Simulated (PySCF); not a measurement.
An isoelectronic set: 87 electrons

r²SCAN in PySCF with def2-SVPD on every atom (core potentials on Hg, Tl, Pb, Bi), for the lowest determinant that a PBE0 search found; no spin–orbit coupling. All have 87 electrons, 7 of them in the valence shells, and the same state, a quartet (σ ↑, π ↑↑). For ions De leads to the atom and ion picked by measured ionisation energies and electron affinities.

```json
{"species": "HgC⁻", "difference of nuclear charges": "74", "Re (Å)": "2.353", "ωe (cm⁻¹)": "269", "k (mdyn/Å)": "0.483", "De (eV)": "n/a", "dissociates to": "Hg + C⁻"}
{"species": "TlB⁻", "difference of nuclear charges": "76", "Re (Å)": "2.298", "ωe (cm⁻¹)": "434", "k (mdyn/Å)": "1.16", "De (eV)": "n/a", "dissociates to": "Tl⁻ + B"}
{"species": "BePb⁻", "difference of nuclear charges": "78", "Re (Å)": "2.499", "ωe (cm⁻¹)": "388", "k (mdyn/Å)": "0.764", "De (eV)": "1.68", "dissociates to": "Be + Pb⁻"}
{"species": "TlC", "difference of nuclear charges": "75", "Re (Å)": "2.302", "ωe (cm⁻¹)": "423", "k (mdyn/Å)": "1.20", "De (eV)": "2.90", "dissociates to": "Tl + C"}
{"species": "BPb", "difference of nuclear charges": "77", "Re (Å)": "2.263", "ωe (cm⁻¹)": "512", "k (mdyn/Å)": "1.62", "De (eV)": "2.75", "dissociates to": "B + Pb"}
{"species": "TlN⁺", "difference of nuclear charges": "74", "Re (Å)": "2.941", "ωe (cm⁻¹)": "117", "k (mdyn/Å)": "0.106", "De (eV)": "n/a", "dissociates to": "Tl⁺ + N"}
{"species": "BiB⁺", "difference of nuclear charges": "78", "Re (Å)": "2.280", "ωe (cm⁻¹)": "499", "k (mdyn/Å)": "1.54", "De (eV)": "n/a", "dissociates to": "Bi⁺ + B"}
```

(1) Which member of the whole set has the stiffest bond, and how does it compare with the softest?

Spin–orbit coupling is left out, which matters for elements this heavy, above all for dissociation energies. For an ion De counts to the pair picked by the measured ionisation energies or electron affinities, which need not be the lowest pair at this level. The highest Kohn–Sham level is positive in some of these anions. Much of that is self-interaction error, but it also means that the finite basis helps to hold the extra electron. States were picked by a PBE0 search and need not be the measured ground states.

## Answers

(1) BPb with k = 1.62 mdyn/Å, 15 times that of TlN⁺.
